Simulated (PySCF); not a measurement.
Constitutional and geometric isomers with formula C2H4S3. Isolated molecules, 0 K electronic values unless said otherwise. One relaxed conformer stands for each flexible species; it need not be the lowest. Strings in code marks are SMILES.

The S1 excitation (TDA) from two functionals at the same geometries (PBE0-D3(BJ)/def2-TZVP), both in PySCF: PBE-D3(BJ)/def2-TZVP and ωB97X-D3(BJ)/def2-TZVP. Excitations are Tamm–Dancoff values on a coarser integration grid. The basis has no diffuse functions, so Rydberg states are missing or too high.

```
species                          PBE-D3(BJ)/def2-TZVP (eV)  ωB97X-D3(BJ)/def2-TZVP (eV)
-------------------------------  -------------------------  ---------------------------
`C=C(S)SS`                                            3.98                         5.02
`C(=S)CSS`                                            2.32                         2.48
`S=C(S)CS`                                            2.54                         2.76
`S/C=C\SS`                                            3.61                         4.55
`SC1SCS1` (H–S–C–S torsion 94°)                       3.44                         4.28
`SC=C(S)S`                                            3.82                         4.84
```

Over these rows, drawn at random from the members with no instability flagged (it was tested for open shells, ions and some series alone), PBE minus ωB97X-D3(BJ): mean -0.70 eV, from -1.04 eV to -0.16 eV.
